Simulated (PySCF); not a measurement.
## Vibration and rotation of BeH⁺

RHF-CCSD(T) constants of BeH⁺, ¹Σ⁺ (singlet), closed shell (PySCF, no relativity, basis sets Be pcseg-2, H pcseg-2; masses 9.0122 and 1.0078 u):

| Item | Value |
| --- | --- |
| ωe | 2189.9 cm⁻¹ |
| ωexe | 36.2 cm⁻¹ |
| Be | 10.841 cm⁻¹ |
| αe | 0.263 cm⁻¹ |
| D (centrifugal) | 0.00106 cm⁻¹ |
| De to Be⁺ + H | 3.10 eV |

**Question.** Estimate the standard entropy (1 bar) and heat capacity of the ideal gas at 298.15 K, rigid rotor with B0 and harmonic oscillator at the fundamental.

**Answer.** Translation (Sackur–Tetrode, M = 10.02 u): 137.6 J/(mol K). Rotation: q = kT/(σB0) = 19.3 with σ = 1, 32.9. Vibration: x = hcν0/kT = 10.2, 0.00. S° = 170.5 J/(mol K); Cp = 7R/2 + 0.03 = 29.1 J/(mol K).

Correlated steps freeze no core orbitals. For an ion De counts to the pair picked by the measured ionisation energies or electron affinities, which need not be the lowest pair at this level. Where the molecule has an RHF reference, its open-shell atoms are computed with UHF.
